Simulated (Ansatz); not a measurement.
Consider the substitution at a C–C bond: `CC#CNC` + `[OH][GaH][SeH]` → `C[O][GaH][SeH]` + `C#CNC`.

Program: Ansatz. Geometries: PBE0-D4/def2-TZVP. ΔE: electronic, gas phase. CBS: MP2 limit from def2 TZ/QZ plus the TZ coupled-cluster correction, frozen cores. Functionals use def2-TZVPP. For Ga, Se outer-core shells are correlated without core-valence functions, which leaves a few kJ/mol of doubt a bond. Scalar relativity is left out up to krypton. One conformer a species, not always the lowest.

```json
{"species": "`CC#CNC`", "r2SCAN energy (Eh)": "-211.26190"}
{"species": "`[OH][GaH][SeH]`", "r2SCAN energy (Eh)": "-4403.47961"}
{"species": "`C[O][GaH][SeH]`", "r2SCAN energy (Eh)": "-4442.76055"}
{"species": "`C#CNC`", "r2SCAN energy (Eh)": "-171.95188"}
```

Q: Work out ΔE.

A: ΔE = (-4442.76055) + (-171.95188) − (-211.26190) − (-4403.47961) = 0.02908 Eh = +18.2 kcal/mol. CCSD(T)/CBS gives +17.9 kcal/mol.

Largest T1 diagnostic among the species: 0.013.

In def2-TZVPP, CCSD(T) changes the Hartree–Fock value by +0.9 kcal/mol (the triples alone add −0.0 kcal/mol) and MP2 by +2.5 kcal/mol.
